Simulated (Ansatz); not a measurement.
Total energies of SiCl(OAc)3 (C₆H₉ClO₆Si) from Ansatz at PBE0-D4/def2-SVP, gas phase (1 Eh = 27.2114 eV = 2625.5 kJ/mol). The reference geometry is relaxed at r2SCAN-D4/def2-SVP.

```xyz
23

Si    0.1259    0.5988   -0.1843
Cl    0.5269    2.4920   -0.7831
O     0.9864    0.1614    1.1794
C     2.3549    0.1312    1.2211
C     2.8473   -0.2601    2.5796
O     3.0281    0.3905    0.2587
H     3.9430   -0.2481    2.6003
H     2.4723   -1.2645    2.8304
H     2.4376    0.4294    3.3332
O     0.4979   -0.5349   -1.3538
C    -0.0845   -0.5491   -2.5931
C     0.4824   -1.6412   -3.4456
O    -0.9396    0.2372   -2.9049
H     0.0183   -1.6228   -4.4383
H     0.3090   -2.6141   -2.9604
H     1.5729   -1.5161   -3.5259
O    -1.4866    0.3719    0.1891
C    -2.1351    1.0789    1.1663
C    -3.5816    0.7001    1.2397
O    -1.5666    1.8858    1.8535
H    -4.0909    1.3055    1.9982
H    -3.6677   -0.3697    1.4862
H    -4.0503    0.8380    0.2536
```

```tsv
state	geometry	energy (Eh)
charge 0 singlet	reference	-1433.59352
charge 1 doublet	reference	-1433.23122
charge -1 doublet	reference	-1433.55063
free Si atom (triplet)	–	-289.15194
free Cl atom (doublet)	–	-459.83853
free O atom (triplet)	–	-74.92490
free C atom (triplet)	–	-37.76066
free H atom (doublet)	–	-0.50029
```

(1) Work out the vertical ionisation energy to the doublet.

(2) Work out the vertical electron affinity, to the doublet.

(3) Give the fundamental gap IE − EA, the Mulliken electronegativity (IE + EA)/2 and the hardness (IE − EA)/2.

(4) What is the binding energy per atom against free atoms?

(1) E(charge 1 doublet) − E(charge 0 singlet) = -1433.23122 − (-1433.59352) = 0.36230 Eh = 9.86 eV. For comparison, −ε of the highest occupied level is 8.22 eV at this level, 1.64 eV less.

(2) E(charge 0 singlet) − E(charge -1 doublet) = -1433.59352 − (-1433.55063) = -0.04289 Eh = -1.17 eV; negative, so the extra electron isn't bound. The basis lacks diffuse functions, which makes affinities too small.

(3) From the values in Eh: IE − EA = 0.36230 − (-0.04289) = 0.40519 Eh = 11.03 eV; (IE + EA)/2 = 4.35 eV; (IE − EA)/2 = 5.51 eV. The HOMO–LUMO gap of the same run is 7.92 eV, 3.11 eV smaller than the fundamental gap.

(4) Atoms: 1 × (-289.15194) + 1 × (-459.83853) + 6 × (-74.92490) + 6 × (-37.76066) + 9 × (-0.50029) = -1429.60644 Eh. Binding: -1429.60644 − (-1433.59352) = 3.98708 Eh = 108.49 eV, or 4.72 eV for each of 23 atoms (no zero-point energy, no counterpoise term).

At PBE0-D4/def2-SVP the highest occupied level of the charge -1 doublet lies above zero (up to 2.70 eV). By energy differences it is unbound by 1.17 eV (vertical, to the charge 0 singlet, at PBE0-D4/def2-SVP) and held by the finite basis.
